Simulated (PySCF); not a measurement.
C7H8N2O.
Z-matrix (Å and degrees, GFN2-xTB geometry), rows numbered from 1:
```
C 
C   1  1.4973
O   2  1.2086  1  124.23
C   2  1.4971  1  114.89  3   180.00
C   4  1.3981  2  120.15  1   179.65
C   5  1.3848  4  117.92  2  -179.95
C   6  1.4913  5  122.64  4  -179.01
C   6  1.4002  5  115.30  4     0.12
N   8  1.3188  6  123.57  5    -0.15
N   9  1.2944  8  120.75  6     0.01
H   1  1.0873  2  109.27  3   121.67
H   1  1.0873  2  109.21  3  -121.54
H   1  1.0864  2  110.32  3     0.04
H   5  1.0800  4  119.52  2    -0.09
H   7  1.0875  6  110.72  5   -29.45
H   7  1.0876  6  110.91  5  -151.25
H   7  1.0906  6  109.51  5    89.60
H   8  1.0814  6  121.26  5   179.68
```

Computed at PBE0/pcSseg-1 (PySCF, non-relativistic), with Q(17O) = −0.0256 b, Q(14N) = 0.02044 b: O3, 17O (I = 5/2): χzz = 12.00 MHz, η = 0.476; N9, 14N (I = 1): χzz = -6.379 MHz, η = 0.179; N10, 14N (I = 1): χzz = -6.159 MHz, η = 0.168.

(1) Where would the pure quadrupole (NQR) lines of 17O at O3 fall for the rigid, isolated species?

(2) Find the zero-field quadrupole resonance frequencies of 14N at N9.

(3) Where would the pure quadrupole (NQR) lines of 14N at N10 fall for the rigid, isolated species?

## Answers

(1) From the eigenvalues of H = χ/[4I(2I − 1)] × [3Iz² − I(I + 1) + η(Ix² − Iy²)], steps between neighbouring levels, labelled as for η = 0: ±1/2↔±3/2 2.197 MHz, ±3/2↔±5/2 3.458 MHz (ketone oxygen).

(2) From ν± = (3/4)|χ|(1 ± η/3) and ν0 = |χ|η/2: ν+ 5.069 MHz, ν− 4.499 MHz, ν0 0.570 MHz (pyridine-type nitrogen).

(3) From ν± = (3/4)|χ|(1 ± η/3) and ν0 = |χ|η/2: ν+ 4.879 MHz, ν− 4.360 MHz, ν0 0.519 MHz (pyridine-type nitrogen).

In a crystal, neighbours and librations shift these lines. GFN2-xTB bond lengths can be off by several hundredths of an ångström, more for odd bonds, and the gradients follow them. With a basis this small, the couplings can be 20 % off.

One conformer stands for the species.
